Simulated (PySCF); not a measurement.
Mapped SMILES: `[F:1][C:2]([F:3])=[C:4]([F:5])/[CH:6]=[CH:7]\[C@@H:8]1[CH2:9][SiH2:10]1`; H(Xn) means a hydrogen on atom n. Ha(C9), Ha(Si10) are cis to C7 on the ring; Hb(C9), Hb(Si10) are trans to C7 on the ring.

Geometry: PBE0-D3(BJ)/def2-SVP; GIAO absolute shieldings from PySCF 2.14.0 with density-fitted response routines, gas phase, non-relativistic, averaged over equivalent atoms.

At PBE/pcSseg-1 (212 basis functions, 100 s wall time on 1 thread of an AMD EPYC 7R43 64-Core, shared host):
| atoms | σ (ppm) |
| --- | --- |
| F1 | 266.0 |
| F3 | 276.4 |
| F5 | 353.3 |
| C2 | 17.9 |
| C7 | 41.3 |
| C4 | 42.3 |
| C6 | 68.0 |
| C8 | 163.5 |
| C9 | 175.6 |
| Si10 | 467.5 |
| H(C6) | 25.69 |
| H(C7) | 26.20 |
| Hb(Si10) | 28.15 |
| H(C8) | 28.30 |
| Ha(Si10) | 28.53 |
| Hb(C9) | 30.04 |
| Ha(C9) | 30.55 |

Predict the values at PBE0/pcSseg-1 on the same geometry.

Answers


| atoms | σ at PBE0/pcSseg-1 | change |
| --- | --- | --- |
| F1 | 285.9 | +19.9 |
| F3 | 297.8 | +21.4 |
| F5 | 371.1 | +17.8 |
| C2 | 22.7 | +4.8 |
| C7 | 41.3 | +0.0 |
| C4 | 47.0 | +4.7 |
| C6 | 71.6 | +3.6 |
| C8 | 171.3 | +7.8 |
| C9 | 181.8 | +6.2 |
| Si10 | 482.3 | +14.8 |
| H(C6) | 25.72 | +0.03 |
| H(C7) | 26.12 | -0.08 |
| Hb(Si10) | 28.28 | +0.13 |
| H(C8) | 28.53 | +0.23 |
| Ha(Si10) | 28.59 | +0.06 |
| Hb(C9) | 30.15 | +0.11 |
| Ha(C9) | 30.65 | +0.10 |

The largest change is at F3 (vinylic fluorine). Cost: 212 basis functions, 63 s wall time on 1 thread of an AMD EPYC 7R43 64-Core, shared host. The order of the carbon signals is the same at both levels.
